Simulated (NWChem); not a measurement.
# SiH4SeSO; SMILES [SiH3]O[Se]S

```xyz
8

Se     0.6273    -0.5584     0.1838
S     -1.2945    -1.5598    -0.0257
H     -1.0950    -2.1214    -1.2440
O      0.3750     1.0116    -0.6845
Si    -0.3869     2.2939     0.1038
H     -0.4247     3.4046    -0.8877
H      0.3880     2.7054     1.3130
H     -1.7727     1.9187     0.5130
```
Atoms are numbered in this order, from 1.

Level: PBE0/def2-SVP (NWChem), optimised geometry, unscaled harmonic frequencies. This build's default masses of Se (78.918 u) and Br (79.917 u) are each other's, which moves their modes by up to 0.6 %.

**Question.** List the harmonic frequencies with IR intensities, and the thermochemistry.

**Answer.** 
```tsv
frequency (cm⁻¹)	IR intensity (km/mol)
60	1.1
96	0.3
149	2.0
227	4.3
395	27.1
410	14.4
542	21.4
708	43.3
727	62.2
837	10.4
881	375.6
935	73.9
947	115.9
976	173.7
2236	99.9
2243	84.8
2265	120.2
2663	1.4
```

```json
{
  "zero_point_energy": "24.7 kcal/mol",
  "thermal correction to the enthalpy at 298.15 K (with zero-point energy)": "29.6 kcal/mol",
  "heat capacity Cv": "21.7 cal/(mol K)",
  "entropy at 298.15 K and 1 atm (symmetry number 1)": "85.2 cal/(mol K)",
  "dipole_moment": "0.66 D"
}
```

Rigid rotor and harmonic oscillator; modes under 100 cm⁻¹ make the entropy uncertain.
